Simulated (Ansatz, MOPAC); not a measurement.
Bond stretch in CBe, lowest singlet found (which spin is the ground state isn't settled by this scan).

- RMP2 = MP2 on RHF/aug-cc-pVDZ, frozen core (Ansatz, an electronic-structure program)
- RHF/aug-cc-pVDZ (Ansatz)
- AM1, restricted, heats of formation (MOPAC)

Energies are in kJ/mol, each relative to the lowest point of its own curve between 1.44 and 2.04 Å, where full CI is lowest.

```csv
R / Å,RMP2,RHF,AM1
1.35,188.3,136.2,156.2
1.44,95.1,56.0,219.9
1.51,49.2,21.8,273.7
1.57,23.4,6.4,0.0
1.64,5.7,0.0,12.6
1.70,0.0,1.3,24.7
1.73,0.5,3.6,31.2
1.78,9.3,8.7,42.5
1.87,31.6,20.1,64.0
1.95,55.6,31.0,83.9
2.04,84.4,42.5,—
```

At the longest distance, 2.04 Å, RMP2 lies highest above its minimum (84.4 kJ/mol) and RHF lowest (42.5 kJ/mol).

Dashes: no converged value, or the column stops at the first point that the program doubted or that broke a chosen test of continuity, which isn't proof of a fault.

The scan ran from 1.24 to 5.83 Å; beyond the distances shown full CI changes its symmetry label. The restricted form behind RMP2, RHF, AM1 keeps the bonding electrons paired and can't separate into open-shell fragments. The T1 diagnostic of CCSD on the restricted reference of RMP2 exceeds 0.045 at 1.35 to 2.04 Å.
